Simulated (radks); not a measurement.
Effect of the nuclear size on neutral krypton, [Kr]. All-electron calculation, Dirac Kohn-Sham, relativistic LDA (MacDonald-Vosko exchange, VWN5 correlation), spin-unpolarised, spherical densities, finite nucleus; Fermi nuclear charge, rms radius 4.1884 fm. Program: a radial shooting solver on a logarithmic mesh with Libxc functionals. The rms radius is varied about that value; shifts are against it.

rms radius (fm) = 3.6481: total energy shift (eV) -0.150; density at nucleus (e/bohr^3) 4.945e+04; 1s1/2 shift (meV) -63.4; 2s1/2 shift (meV) -6.43; 3p1/2 shift (meV) 0.093; 4s1/2 shift (meV) -0.118
rms radius (fm) = 3.8366: total energy shift (eV) -0.0999; density at nucleus (e/bohr^3) 4.925e+04; 1s1/2 shift (meV) -42.2; 2s1/2 shift (meV) -4.28; 3p1/2 shift (meV) 0.062; 4s1/2 shift (meV) -0.079
rms radius (fm) = 4.1884: total energy shift (eV) 0; density at nucleus (e/bohr^3) 4.891e+04; 1s1/2 shift (meV) 0.000; 2s1/2 shift (meV) 0.000; 3p1/2 shift (meV) 0.000; 4s1/2 shift (meV) 0.000
rms radius (fm) = 4.3853: total energy shift (eV) 0.0594; density at nucleus (e/bohr^3) 4.873e+04; 1s1/2 shift (meV) 25.1; 2s1/2 shift (meV) 2.55; 3p1/2 shift (meV) -0.037; 4s1/2 shift (meV) 0.047
rms radius (fm) = 5.0428: total energy shift (eV) 0.276; density at nucleus (e/bohr^3) 4.819e+04; 1s1/2 shift (meV) 117; 2s1/2 shift (meV) 11.8; 3p1/2 shift (meV) -0.171; 4s1/2 shift (meV) 0.217

Slopes of the eigenvalues against <r^2> in GHz/fm^2, as finite differences over the two radii next to the reference (eigenvalue slopes, not the field-shift constants of lines): 1s1/2 3610, 2s1/2 366, 3p1/2 -5.29, 4s1/2 6.72.
